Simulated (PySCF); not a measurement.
C5H5BO, SMILES C#CB(C#C)OC.

Coordinates come from a B3LYP-D3(BJ)/def2-SVP optimisation. The values are those of a single conformer.

Two levels are set side by side: PBE/def2-TZVP (PySCF) and PBE0/def2-TZVP (PySCF). Same geometry, gas phase. Differences are taken from unrounded values.

```csv
quantity,PBE0,PBE,PBE minus PBE0
orbital gap (eV),6.28,4.19,-2.09
highest occupied level (eV),-7.96,-6.73,1.22
lowest empty level (eV),-1.67,-2.54,-0.86
dipole moment (D),1.44,1.41,-0.03
mean polarisability (bohr³),73.7,77.2,3.4
```

PBE's occupied levels lie high since its potential decays too fast outside the molecule; exact exchange lowers them and widens the gap. PBE's more diffuse valence density responds more strongly to a field. Differences between two approximate levels are no errors against the true value.

Rough cost on one machine, each run with all the roots and properties that it gave: PBE0 against PBE within a factor of 2.
